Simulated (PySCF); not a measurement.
Hg(OH)2 (singlet state).
Bonds: Hg1–O2, Hg1–O4. Hydrogens: H3 on O2; H5 on O4.

Method: PBE0-D3(BJ)/def2-SVP geometry optimisation, gas phase, def2 core potentials past Kr in PySCF; density fitting, grid level 1; the optimiser is geomeTRIC in internal coordinates, started from a GFN2-xTB structure with every atom displaced at random (about 0.03 Å).

Step 8: E = -8294.5191 eV
```
atom  x, y, z in Å  |  force x, y, z in eV/Å
Hg1    -0.1880   -0.1130   -0.0403   -0.091  -0.075   0.097
O2     -0.6307   -0.0586    1.8686    0.032   0.002  -0.012
H3     -0.0493    0.5747    2.3035    0.005   0.056   0.093
O4      0.0108   -0.3079   -1.9748   -0.245   0.000  -0.077
H5      0.9322   -0.2057   -2.2192    0.299   0.017  -0.101
```

Step 9: E = -8294.4858 eV
```
atom  x, y, z in Å  |  force x, y, z in eV/Å
Hg1    -0.0642   -0.0061   -0.0290   -0.115  -0.424   0.272
O2     -0.3474   -0.2267    1.8917    0.017   0.166   0.051
H3     -0.3744    0.6556    2.2737   -0.007   0.096   0.284
O4      0.0521   -0.0139   -1.9631   -0.574   0.552  -0.338
H5      0.8087   -0.5194   -2.2354    0.678  -0.390  -0.269
```

Step 10: E = -8294.5198 eV
```
atom  x, y, z in Å  |  force x, y, z in eV/Å
Hg1    -0.1433   -0.0686   -0.0370   -0.114  -0.237   0.181
O2     -0.5007   -0.1721    1.8846    0.025   0.090   0.003
H3     -0.1909    0.6453    2.2882    0.002   0.066   0.171
O4      0.0061   -0.1505   -1.9761   -0.413   0.194  -0.187
H5      0.9036   -0.3647   -2.2218    0.500  -0.113  -0.168
```

Q: Estimate the geometry and energy of step 11. (The exact step hangs on the optimiser's Hessian estimate; all steps are aligned on step 10, rigid shifts and turns removed.)

A: E = -8294.5249 eV, largest force 0.313 eV/Å
```
atom  x, y, z in Å  |  force x, y, z in eV/Å
Hg1    -0.1778   -0.0977   -0.0406   -0.065  -0.121   0.121
O2     -0.5664   -0.1224    1.8800    0.033   0.033  -0.010
H3     -0.1126    0.6192    2.2956   -0.010   0.048   0.095
O4      0.0020   -0.2240   -1.9811   -0.254   0.074  -0.109
H5      0.9297   -0.2856   -2.2160    0.296  -0.032  -0.097
```

The energy changes by -0.0051 eV. The first-order estimate −F·Δx gives -0.0041 eV and the mean of the old and new forces, exact on a quadratic surface, -0.0042 eV. The step makes an angle of 88° with the force vector and moves no atom by more than 0.083 Å.

What follows is the cost of the whole optimisation. Hardware: one thread of an AMD EPYC 9R45, shared host with 96 logical CPUs at a one-minute load of 45. Cost: 22 s of wall time, 0.29 GiB resident at most.
